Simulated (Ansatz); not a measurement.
Geometry optimisation, Ansatz 0.2.0, RHF/6-31G.

Input:

```yaml
crystal:
  periodic: [false, false, false]
  atoms:
    - { symbol: C, position_ang: [-1.5082, -0.3047, 1.2786] }
    - { symbol: C, position_ang: [-0.456, -0.5715, 0.5819] }
    - { symbol: Al, position_ang: [1.0326, -1.4725, 1.4486] }
    - { symbol: Si, position_ang: [-0.1961, -0.0676, -1.1924] }
    - { symbol: C, position_ang: [0.5866, 1.5706, -1.3017] }
    - { symbol: H, position_ang: [-1.6541, -0.5091, 2.3137] }
    - { symbol: H, position_ang: [-2.3533, 0.2646, 0.793] }
    - { symbol: H, position_ang: [2.4291, -1.7741, 0.6235] }
    - { symbol: H, position_ang: [0.9709, -1.863, 3.0457] }
    - { symbol: H, position_ang: [0.5357, -1.0824, -1.8763] }
    - { symbol: H, position_ang: [-1.6059, 0.0183, -1.7967] }
    - { symbol: H, position_ang: [1.6056, 1.5114, -0.7963] }
    - { symbol: H, position_ang: [0.6469, 1.9021, -2.3625] }
    - { symbol: H, position_ang: [-0.0467, 2.3486, -0.7302] }
basis:
  gaussian: { orbitals: "6-31G" }
hamiltonian:
  xc: hf
relax:
  f_tol: 0.015
  max_steps: 40
output:
  orbitals: {}
```

Run as:

```bash
$ ansatz run input.yaml --threads 1 --pin off --max-ram 2048MiB --backend cpu --events-out ev --progress --plain --runs-dir out
```

**Question.** Where does it end, and by what steps?

**Answer.** It converged. Limits of this set-up: no polarisation functions. After 8 steps the energy has fallen by 0.637 eV; H8 moved furthest, 0.55 Å.

```json
{"step": "0", "energy less start (eV)": "0.0000", "largest force component (eV/Å)": "3.995", "accepted": "yes"}
{"step": "1", "energy less start (eV)": "-0.4218", "largest force component (eV/Å)": "2.386", "accepted": "yes"}
{"step": "2", "energy less start (eV)": "-0.4867", "largest force component (eV/Å)": "1.521", "accepted": "yes"}
{"step": "3", "energy less start (eV)": "-0.6189", "largest force component (eV/Å)": "0.215", "accepted": "yes"}
{"step": "4", "energy less start (eV)": "-0.6267", "largest force component (eV/Å)": "0.353", "accepted": "yes"}
{"step": "5", "energy less start (eV)": "-0.6343", "largest force component (eV/Å)": "0.067", "accepted": "yes"}
{"step": "6", "energy less start (eV)": "-0.6360", "largest force component (eV/Å)": "0.059", "accepted": "yes"}
{"step": "7", "energy less start (eV)": "-0.6364", "largest force component (eV/Å)": "0.091", "accepted": "yes"}
{"step": "8", "energy less start (eV)": "-0.6373", "largest force component (eV/Å)": "0.015", "accepted": "yes"}
```

```xyz
14
Properties=species:S:1:pos:R:3
C -1.636 -0.546 1.282
C -0.468 -0.567 0.621
Al 1.113 -1.253 1.568
Si -0.390 0.043 -1.180
C 0.789 1.541 -1.380
H -1.737 -0.877 2.304
H -2.556 -0.197 0.839
H 2.550 -1.294 0.861
H 0.928 -1.767 3.075
H 0.090 -1.064 -2.071
H -1.770 0.426 -1.627
H 1.801 1.279 -1.093
H 0.809 1.877 -2.411
H 0.464 2.370 -0.760
```

Whether the end is a true minimum wasn't checked by a vibrational analysis.

The run took 25 s on 1 thread of Arm Neoverse V1, on a shared host, peak memory 0.15 GiB.
